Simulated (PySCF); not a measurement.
**Unknown compound**

The spectra below were simulated for a compound C$_{4}$H$_{12}$FPSi$_{2}$.

1H NMR (500 MHz, computed): δ 6.61 (m, 1H), 5.52 (m, 2H), 4.69 (m, 2H), 4.59 (m, 2H), 1.10 (m, 2H), 0.14 (t, 3H).

13C{1H} NMR (computed): δ 158.9 (C), 146.5 (CH), 92.1 (CH2), -4.5 (CH3).

Method: GFN2-xTB geometry, σ from GIAO-PBE0/pcSseg-1, in PySCF (fast rotation and ring inversion assumed for equivalent nuclei, non-relativistic Hamiltonian, isolated molecule, one computed conformer).

Scale: 1H (σ = 31.72 ppm), 13C (σ = 186.93 ppm) vs TMS (reference shieldings calculated alike).

Question: Which of these isomers gave the spectra?
A. C[SiH2]/C=C(/CF)[SiH2]P
B. FCC/C(=C\[SiH3])[SiH2]P
C. C[SiH2]/C=C(\CF)[SiH2]P

Answer: C. 

- 4 carbon signals for 4 carbons: no two carbons are equivalent.
- Carbon types of the structure: 1 × C, 1 × CH, 1 × CH2, 1 × CH3, leaving 6 H on heteroatoms.
- δC 158.9: fully substituted alkene carbon; the olefinic region.
- δC 146.5: alkene CH; as expected for a trigonal carbon in a double bond.
- δC 92.1: allylic sp3 CH2 bonded to F; deshielded by the electronegative neighbour.
- δH 6.61: hydrogen on an alkene CH; a vinylic proton, deshielded by the sp2 carbon and the C=C anisotropy.
- δH 0.14: hydrogen on a methyl carbon bonded to Si; an electropositive neighbour shields it, as in TMS itself.

The others: C[SiH2]/C=C(/CF)[SiH2]P has carbons computed at 162.2, 141.0, 89.3, -7.0; FCC/C(=C\[SiH3])[SiH2]P has carbons computed at 162.3, 147.2, 84.2, 44.4, with a different DEPT pattern.

Splittings by 19F and 31P in the carbon and heteronuclear signals aren't shown, as no couplings were computed. Shifts are as computed. Against solution values, carbons near 30 ppm lie about +3 ppm off and those near 130 ppm about +5 ppm. Of 1211 compounds with measured shifts, 218 miss one by over three times the rms of a fit or turn the order of signals round; such compounds aren't used in these exercises. No couplings were computed; multiplicities are counted from neighbouring protons, with m where these are inequivalent, close in shift, in a saturated or five-membered ring or joined by F or P, and br s for small geminal =CH2 splittings.
